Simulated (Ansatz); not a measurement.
C2H5ClSi can be A, `ClC1C[SiH2]1`, or B, `C=C[SiH2]Cl`.

Gas-phase electronic energies from Ansatz, PBE0-D4/def2-TZVP geometries. CCSD(T)/CBS is the MP2 limit (def2-TZVPP, def2-QZVPP) plus CCSD(T) − MP2 in def2-TZVPP, frozen cores. Functionals use def2-TZVPP. B3LYP here is the variant with VWN-RPA as its local correlation; programs differ in this. Each species was taken in one conformer, which may not be the lowest.

Question: Which isomer does CCSD(T)/CBS put lower? Give the gap. (Best estimate.)

Answer: The calculation gave: B, by 48.5 kcal/mol.

Question: Give E(B) − E(A) in kcal/mol with B2PLYP, CCSD(T)/def2-TZVPP, r2SCAN-D4, B3LYP-D4, CCSD/def2-TZVPP, CCSD(T)/def2-SVP, HF/def2-TZVPP. (An estimate is asked.)

Answer: Ansatz gave: B2PLYP -49.2, CCSD(T)/def2-TZVPP -48.5, r2SCAN-D4 -45.5, B3LYP-D4 -49.0, CCSD/def2-TZVPP -49.4, CCSD(T)/def2-SVP -47.9, HF/def2-TZVPP -57.7. None reverses the order clearly.

Question: Does the order hold for the free energy at 298.15 K (harmonic terms from PBE0-D4)? (An estimate is asked.)

Answer: The calculation gave: Yes: G(B) − G(A) = -48.9 kcal/mol, for one conformer each.

Largest T1 diagnostic: 0.011.

From BLYP to BHLYP (50 % exact exchange), in def2-TZVPP and without D4, E(B) − E(A) moves by −2.2 kcal/mol. Leaving LDA and LC-ωPBE aside and taking each functional with its dispersion term where it has one, the values, not all of them listed here, spread over 8.7 kcal/mol, from BHLYP-D4 to PBE-D4. LDA lies +5.5 kcal/mol from PBE without D4.
